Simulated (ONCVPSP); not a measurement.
# Configuration tests for B (ONCV)

- Element: B (Z = 5)
- Generator: ONCVPSP 4.0.1
- Type: optimised norm-conserving Vanderbilt (ONCV)
- Functional: PBE
- Relativity: fully relativistic
- Frozen core: [He]
- Valence charge: 3
- Reference configuration: 2s2 2p1
- Partial waves: 2s: rc 1.20 bohr, ncon 5, nbas 9, qcut 4.4 1/bohr, local; 2p: rc 2.00 bohr, ncon 4, nbas 8, qcut 4.6 1/bohr, 2 projectors, debl 3 Ha; d scattering state at 0.12 Ha: rc 2.15 bohr, ncon 5, nbas 10, qcut 5.2 1/bohr, 2 projectors, debl 1.6 Ha
- Local potential: the s channel
- Core correction: Teter function fitted to the true core (icmod 2), fcfact 0.2

Open shells are filled in proportion to 2j + 1.

Energies are relative to the spin-unpolarised reference configuration 2s2 2p1; without spin polarisation the order of configurations can differ from experiment.

**Question.** Give the all-electron excitation energy and the error of the potential for: 2s2 2p0; 2s1 2p0; 2s2 2p0.5; 2s1 2p1.

**Answer.**

```json
{"valence configuration": "2s2 2p0", "charge": "+1", "ΔE all-electron (eV)": "8.219", "error AE − PS (meV)": "+35"}
{"valence configuration": "2s1 2p0", "charge": "+2", "ΔE all-electron (eV)": "33.642", "error AE − PS (meV)": "+156"}
{"valence configuration": "2s2 2p0.5", "charge": "+0.5", "ΔE all-electron (eV)": "2.887", "error AE − PS (meV)": "+4.7"}
{"valence configuration": "2s1 2p1", "charge": "+1", "ΔE all-electron (eV)": "14.361", "error AE − PS (meV)": "-7.5"}
```

Levels in the configuration 2s2 2p0:

```csv
level,all-electron (eV),pseudo (eV)
2s j=1/2,-19.511,-19.445
```
